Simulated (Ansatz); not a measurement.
`[SiH3]C[SiH2][SeH]` and `[SiH3]C[SiH2]C=S` differ in one atom or group.

Ansatz, PBE0-D4/def2-TZVP geometries, multiplicity 1. Each molecule was computed in one conformer, which needn't be the lowest.

Scalar relativity is left out up to krypton. Spin–orbit coupling is left out; it splits and shifts lone-pair levels of the heavy atoms by tenths of an eV.

```tsv
property	`[SiH3]C[SiH2][SeH]`
size of the dipole moment (B3LYP/def2-TZVPP) / D	1.65
HOMO–LUMO gap (PBE/def2-TZVPP) / eV	5.10
size of the dipole moment (ωB97M-V/def2-TZVPP) / D	1.70
HOMO–LUMO gap (PBE0/def2-TZVPP) / eV	7.11
HOMO energy (PBE/def2-TZVPP) / eV	-5.90
LUMO energy (B3LYP/def2-TZVPP) / eV	-0.20
```

Problem. What does the change do to each property? (Estimate.)

Solution. Ansatz gave: 
```tsv
property	`[SiH3]C[SiH2]C=S`	shift
size of the dipole moment (B3LYP/def2-TZVPP) / D	1.45	-0.20
HOMO–LUMO gap (PBE/def2-TZVPP) / eV	1.60	-3.50
size of the dipole moment (ωB97M-V/def2-TZVPP) / D	1.41	-0.29
HOMO–LUMO gap (PBE0/def2-TZVPP) / eV	3.73	-3.38
HOMO energy (PBE/def2-TZVPP) / eV	-5.29	0.61
LUMO energy (B3LYP/def2-TZVPP) / eV	-2.93	-2.73
```

With PBE0 the HOMO rises by 0.54 eV and the LUMO falls by 2.84 eV, so the gap narrows by about 3.38 eV. PBE moves the HOMO by 0.61 eV and ωB97M-V by 0.53 eV. The zero-point energy changes by 20.9 kJ/mol with +3 modes. Dipoles are sizes alone; their direction can turn.

B3LYP here is the variant with VWN-RPA as its local correlation; programs differ in this.
